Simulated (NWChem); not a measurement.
System: CH6O2Si2; SMILES [Si@H]1(C[SiH2]O1)O

NWChem input:

```
start job
memory heap 200 mb stack 900 mb global 1100 mb
geometry units angstroms noautosym nocenter noautoz
  O      0.177290    -2.193379    -0.522399
  Si    -0.031499    -0.864349     0.441651
  C     -1.337922     0.435030    -0.049632
  Si     0.171668     1.580059    -0.171058
  O      1.191090     0.292192     0.268430
  H      0.431978    -2.038616    -1.443188
  H     -0.125861    -1.424834     1.806559
  H     -2.061173     0.678966     0.735028
  H     -1.878245     0.242313    -0.981466
  H      0.225941     2.697569     0.806992
  H      0.494294     2.101851    -1.526508
end
basis spherical
  * library 6-311g**
end
dft
  xc b3lyp
  iterations 150
end
tddft
  cis
  ecut -9.0
  nroots 6
  notriplet
end
task tddft energy
```

All runs use the structure optimised with B3LYP/6-31G* (spherical d). B3LYP is NWChem's, with the RPA form of VWN correlation.

Core excitations by TDA in a window of 1s orbitals, non-relativistic and unshifted: absolute energies depend strongly on the exact-exchange share.

Task: What results follow from this input? (B3LYP/6-311G** (spherical d), restricted-window TDA.) Quantities: first 1s excitation (eV); dipole oscillator strength of the first; first state with f > 0.002 (eV); dipole oscillator strength of that state.

Result: 
```
Item                                       Value
----------------------------------------  ------
first 1s excitation (eV)                   275.1
dipole oscillator strength of the first   0.0023
first state with f > 0.002 (eV)            275.1
dipole oscillator strength of that state  0.0023
```
